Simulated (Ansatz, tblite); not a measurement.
Cost and result up the ladder for (H2Al-mu-F)2 (Al₂H₄F₂) (8 atoms). Charge 0, multiplicity 1. Geometry: PBE0-D4/def2-SVP.

```csv
atom,x (Å),y (Å),z (Å)
Al1,0.359,-1.373,-0.003
H2,-0.687,-2.354,-0.657
H3,1.753,-1.717,0.648
F4,-0.525,-0.140,1.049
Al5,-0.359,1.373,0.003
H6,0.687,2.353,0.657
H7,-1.753,1.719,-0.648
F8,0.524,0.140,-1.049
```

Ansatz on 4 threads of Arm Neoverse V2 on a shared host; xTB runs through tblite on one thread. Times are rough, summed over both states, and most runs start from the orbitals of an earlier one. PBE0-D4/def2-TZVP serves as the yardstick here, not as an exact answer. The other state is a triplet.

The xTB rows come from tblite.

xTB has no spin-polarisation term.

```
              level  functions  wall time  vertical triplet (eV)  difference from PBE0-D4/def2-TZVP (eV)
           GFN2-xTB         30    0.006 s                   5.92                                   -0.35
           GFN1-xTB         34    0.008 s                   6.24                                   -0.03
   PBE-D4/def2-TZVP        160      3.4 s                   5.60                                   -0.67
  PBE0-D4/def2-TZVP        160      5.7 s                   6.27                                    0.00
r2SCAN-D4/def2-TZVP        160       11 s                   6.01                                   -0.26
```
